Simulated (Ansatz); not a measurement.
A run for Ansatz (an electronic-structure program): U-CCSD(T)/def2-SVP on HNbO (SMILES [OH][Nb]), 2S+1 = 3, a spin state set in the input, which need not be the lowest. Elements past Kr take the def2 small-core potentials; no spin–orbit coupling.

Ansatz 0.2 input:
```yaml
crystal:
  periodic: [false, false, false]
  atoms:
    - {symbol: Nb, position_ang: [-0.97437617, -0.78753549, -0.88084163]}
    - {symbol: O, position_ang: [0.22718512, 0.04771822, 0.21929943]}
    - {symbol: H, position_ang: [0.71402234, 0.78718887, 0.59122257]}
basis:
  gaussian:
    orbitals: def2-SVP
magnetization: {spin_polarized: true, initial_magnetization: 2}
correlation: {method: ccsd_t, electrons: valence}
```

It printed:

```
WARN ansatz: RAYON_NUM_THREADS=1 ignored (pool sized by the plan → 1); use --threads N
Functional definition: HF
integrals: 0.03 GiB planned
508 factors; integrals over basis functions are off by at most 1.1e-3 eV
mean field: 0.10 GiB planned
mean field evaluation 1: about -3580.4905 eV, gradient 2.5e1 eV
mean field evaluation 2: about -3580.5420 eV, gradient 2.5e1 eV
mean field evaluation 4: about -3583.5492 eV, gradient 2.9e0 eV
mean field evaluation 8: about -3584.2474 eV, gradient 7.8e-1 eV
mean field evaluation 16: about -3584.3254 eV, gradient 5.4e-3 eV
mean field evaluation 32: about -3583.4431 eV, gradient 6.6e-1 eV
mean field evaluation 64: about -3584.3245 eV, gradient 4.6e-2 eV
mean field evaluation 96: about -3584.3254 eV, gradient 1.8e-5 eV
mean field evaluation 128: about -3583.8408 eV, gradient 4.6e-2 eV
mean field evaluation 160: about -3584.2245 eV, gradient 6.9e-1 eV
mean field evaluation 192: about -3584.3230 eV, gradient 1.8e-1 eV
mean field evaluation 224: about -3584.0321 eV, gradient 7.8e-1 eV
mean field evaluation 256: about -3580.6144 eV, gradient 2.5e1 eV
mean field evaluation 288: about -3582.5955 eV, gradient 1.6e0 eV
mean field evaluation 320: about -3583.7636 eV, gradient 1.0e0 eV
mean field evaluation 352: about -3579.7487 eV, gradient 1.3e1 eV
mean field evaluation 384: about -3582.7692 eV, gradient 1.5e0 eV
mean field evaluation 416: about -3583.7449 eV, gradient 3.7e-1 eV
mean field evaluation 448: about -3583.7328 eV, gradient 1.5e0 eV
mean field evaluation 480: about -3583.6404 eV, gradient 4.5e-1 eV
mean field evaluation 512: about -3583.7653 eV, gradient 3.7e-1 eV
mean field evaluation 544: about -3583.6358 eV, gradient 4.2e-2 eV
mean field evaluation 576: about -3583.4715 eV, gradient 7.9e-1 eV
mean field evaluation 608: about -3583.3527 eV, gradient 1.9e0 eV
mean field evaluation 640: about -3583.5139 eV, gradient 2.0e-1 eV
mean field evaluation 672: about -3583.5295 eV, gradient 5.2e-1 eV
mean field evaluation 704: about -3583.8227 eV, gradient 1.3e0 eV
mean field evaluation 736: about -3583.7186 eV, gradient 1.4e0 eV
mean field evaluation 768: about -3583.6139 eV, gradient 4.0e-1 eV
mean field evaluation 800: about -3583.0846 eV, gradient 2.6e-2 eV
mean field evaluation 832: about -3582.7504 eV, gradient 7.5e-1 eV
mean field evaluation 864: about -3583.0711 eV, gradient 1.4e0 eV
mean field evaluation 896: about -3579.0352 eV, gradient 2.0e1 eV
mean field evaluation 928: about -3581.0890 eV, gradient 4.4e0 eV
mean field -3584.32537845 eV, -131.7215281149 hartree, gradient 4.0e-6 eV, S^2 2.807144; 24 other end points of the search recorded, 0 dependent functions left out
determinant -3584.32537845 eV, -131.7215281149 hartree, with singles and doubles -3595.67498665 eV, -132.1386185233 hartree
determinant -3583.84769412 eV, -131.7039735395 hartree, with singles and doubles -3595.21176350 eV, -132.1215953865 hartree
determinant -3583.77641767 eV, -131.7013541786 hartree, with singles and doubles -3595.08263097 eV, -132.1168498536 hartree
determinant -3583.69361924 eV, -131.6983113922 hartree, with singles and doubles -3594.95926962 eV, -132.1123164076 hartree
determinant -3583.63656658 eV, -131.6962147459 hartree, with singles and doubles -3594.80454586 eV, -132.1066304144 hartree
determinant -3583.63582317 eV, -131.6961874258 hartree, with singles and doubles -3594.79169445 eV, -132.1061581338 hartree
determinant -3583.52799062 eV, -131.6922246526 hartree, with singles and doubles -3595.12793218 eV, -132.1185146423 hartree
determinant -3583.50918715 eV, -131.6915336380 hartree, with singles and doubles -3595.14550942 eV, -132.1191605940 hartree
determinant -3583.49705054 eV, -131.6910876259 hartree, with singles and doubles -3594.96568769 eV, -132.1125522675 hartree
determinant -3583.41115350 eV, -131.6879309679 hartree, with singles and doubles -3594.99966129 eV, -132.1138007742 hartree
determinant -3583.08457228 eV, -131.6759293295 hartree, with singles and doubles -3594.30429866 eV, -132.0882466687 hartree
determinant -3584.32537845 eV, -131.7215281149 hartree, with singles and doubles -3595.70988264 eV, -132.1399009275 hartree
determinant -3583.84769412 eV, -131.7039735395 hartree, with singles and doubles -3595.26688548 eV, -132.1236210819 hartree
determinant -3583.52799062 eV, -131.6922246526 hartree, with singles and doubles -3595.16097184 eV, -132.1197288275 hartree
determinant -3583.50918715 eV, -131.6915336380 hartree, with singles and doubles -3595.23631243 eV, -132.1224975430 hartree
1 core orbitals not correlated
reference -3584.32537845 eV, -131.7215281149 hartree; 11, 9 occupied and 38, 40 virtual orbitals, 508 factors
second order -10.89985855 eV of doubles, -0.00000000 eV of singles
coupled cluster: 0.15 GiB planned
cycle   1  -11.38450347 eV  change    7.3e-7 eV  update   4.8e-6
coupled cluster: 0.15 GiB planned
perturbative correction -0.42336442 eV, -0.0155583556 hartree
Total energy: -3596.13324634 eV, -132.1554592562 hartree
```

The run converged. Its determinant has ⟨S²⟩ = 2.81, a mixture of spin states.

Cost: very roughly 28 core-seconds.
